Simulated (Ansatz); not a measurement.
carbon atom (C), triplet; B3LYP/cc-pVTZ in Ansatz (a first-principles code).

The Ansatz input:
Ansatz 0.2 input:
```yaml
crystal:
  periodic: [false, false, false]
  atoms:
    - {symbol: C, position_ang: [0.00000000, 0.00000000, 0.00000000]}
basis:
  gaussian:
    orbitals: cc-pVTZ
hamiltonian:
  xc: b3lyp
magnetization: {spin_polarized: true, initial_magnetization: 2}
```

Problem. Write the output that Ansatz gives for this input, abridged.

Solution. 
```
Functional definition: B3LYP
164 factors; their error is unknown
mean field evaluation 1: about -1030.0588 eV, gradient 4.9e0 eV
mean field evaluation 2: about -1030.1614 eV, gradient 2.1e0 eV
mean field evaluation 4: about -1030.1860 eV, gradient 8.8e-3 eV
mean field evaluation 8: about -1030.1841 eV, gradient 1.2e-4 eV
mean field -1030.18412435 eV, -37.8585682858 hartree, gradient 5.4e-6 eV, S^2 2.003290; 0 other end points of the search recorded, 0 dependent functions left out
reference -1030.18427221 eV, -37.8585737198 hartree; 4, 2 occupied and 26, 28 virtual orbitals, 164 factors
Total energy: -1030.18427221 eV, -37.8585737198 hartree
```
